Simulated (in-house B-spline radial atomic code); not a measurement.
A run on an ion of nuclear charge 24 with 24.7 electrons that did not converge. Method: scalar-relativistic (X2C) r2SCAN, spin-polarised, spherical fractional occupations, Fermi nucleus of rms radius 3.6452 fm; computed with a B-spline radial code for spherical atoms.

Command:
```bash
python run_scf.py task.json out
```
Settings (nuclear radius in fm, mass in u):
```
Z                24
configuration    [Ar] 3d5 4s1.7
hamiltonian      x2c
method           r2scan
spin_polarised   True
nucleus          fermi
rms_radius       3.6452
atomic_mass      51.9405
speed_of_light   137.035999084
```

First and last ten iterations of the last attempt (damped for 15 steps, keeping 80 % of the old Fock matrix, then DIIS):
```
 iter        energy (Eh)    residual
    1       -1050.797855    4.42e-02
    2       -1037.928277    1.82e-01
    3       -1050.078930    1.15e-01
    4       -1050.529486    5.96e-02
    5       -1050.710544    2.92e-02
    6       -1050.771744    1.44e-02
    7       -1050.790062    8.71e-03
    8       -1050.796125    6.41e-03
    9       -1050.798878    4.92e-03
   10       -1050.800464    3.94e-03
  111       -1040.940113    2.40e-01
  112       -1041.250855    2.17e-01
  113       -1049.917539    9.42e-02
  114       -1050.475823    6.71e-02
  115       -1050.554953    6.01e-02
  116       -1050.678286    4.13e-02
  117       -1041.967647    1.84e-01
  118       -1050.762429    2.43e-02
  119       -1050.781574    1.62e-02
  120       -1041.808250    1.84e-01
 not converged after 120 iterations
```

The smallest residual met was 2.8e-04; the threshold is about 2e-07. No energy from this run should be used. The likely cause: this method binds the added charge weakly or not at all at the basis-set limit, so charge moves back and forth between the atom and the box. Run time, properties included: 2.7 s on 1 thread of Arm Neoverse V1, with other jobs on the host.
